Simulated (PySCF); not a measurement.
Screening by computed properties: pick the candidate that meets the target.

All species are isolated and taken at one optimised geometry, non-relativistic unless stated; the electronic structure was computed with PySCF and density fitting.

The conformers computed, where there is a choice (atom-mapped SMILES and torsion angles):
- `[CH3:1][CH2:2]/[C:3]([CH3:4])=[C:5](\[O:6][CH3:7])[C:8](=[O:9])[Cl:10]`: C1–C2–C3–C4 -65°, C3–C5–O6–C7 -106°, C3–C5–C8–O9 13°
- `[CH3:1][O:2][c:3]1[cH:4][c:5]([C:6]([F:7])([F:8])[F:9])[o:10][n:11]1`: C1–O2–C3–C4 180°, C4–C5–C6–F7 120°
- `[CH2:1]=[CH:2][C@@H:3]1[CH2:4][C@@:5]1([O:6][CH3:7])[C:8](=[O:9])[Cl:10]`: C1–C2–C3–C4 -148°, C4–C5–O6–C7 70°, C4–C5–C8–O9 21°
- `[CH3:1][C:2](=[O:3])[C@H:4]([C:5]#[N:6])[O:7][C:8]([F:9])([F:10])[F:11]`: C1–C2–C4–C5 89°, C2–C4–O7–C8 -88°, C4–O7–C8–F9 -60°
- `[CH3:1][C:2](=[O:3])[P:4]([CH3:5])[C:6]([F:7])([F:8])[F:9]`: C1–C2–P4–C5 156°, C2–P4–C6–F7 42°
- `[CH3:1][Si@@H:2]([S:3][Si@H:4]([F:5])[SiH3:6])[CH:7]1[CH2:8][CH2:9]1`: C1–Si2–S3–Si4 -73°, Si2–S3–Si4–F5 50°, C1–Si2–C7–C8 52°
- `[CH3:1][O:2][C@:3]1([C:4](=[O:5])[Cl:6])[CH2:7][C:8]1([CH3:9])[CH3:10]`: C1–O2–C3–C4 77°, O2–C3–C4–O5 -165°

Problem. Wanted: HOMO–LUMO gap between 6.4 eV and 6.7 eV (PBE0/pcSseg-1) and dipole moment below 3.6 D (PBE0/pcSseg-1), at GFN2-xTB geometries. Which candidate meets both?
A. `CC(=O)P(C)C(F)(F)F`
B. `O=C(Cl)/C(=C(\C)CC)OC`
C. `COc1cc(C(F)(F)F)on1`
D. `CC(=O)[C@H](C#N)OC(F)(F)F`
E. `C=C[C@@H]1C[C@@]1(OC)C(=O)Cl`

Solution. D. Computed values:
```csv
species,HOMO–LUMO gap,dipole moment
O=C(Cl)/C(=C(\C)CC)OC,5.59 eV,4.02 D
CC(=O)P(C)C(F)(F)F,5.94 eV,0.74 D
C=C[C@@H]1C[C@@]1(OC)C(=O)Cl,6.19 eV,3.21 D
CC(=O)[C@H](C#N)OC(F)(F)F,6.59 eV,2.26 D
COc1cc(C(F)(F)F)on1,6.76 eV,3.05 D
```

Problem. Wanted: HOMO energy between -7.85 eV and -7.6 eV (PBE0/pcSseg-1) and smallest rotational constant above 0.5 GHz (GFN2-xTB), at GFN2-xTB geometries. Which candidate meets both?
A. `C[n+]1ccc(F)cc1`
B. `O=C([C@@]1(C(C)(C1)C)OC)Cl`
C. `CC/C(C)=C(\OC)C(=O)Cl`
D. `COc1cc(C(F)(F)F)on1`
E. `C[Si@@H](S[Si@H](F)[SiH3])C1CC1`

Solution. B. Computed values:
```csv
species,HOMO energy,smallest rotational constant
C[n+]1ccc(F)cc1,-13.50 eV,1.184 GHz
COc1cc(C(F)(F)F)on1,-7.92 eV,0.531 GHz
O=C([C@@]1(C(C)(C1)C)OC)Cl,-7.78 eV,0.764 GHz
CC/C(C)=C(\OC)C(=O)Cl,-7.46 eV,0.587 GHz
C[Si@@H](S[Si@H](F)[SiH3])C1CC1,-7.29 eV,0.398 GHz
```
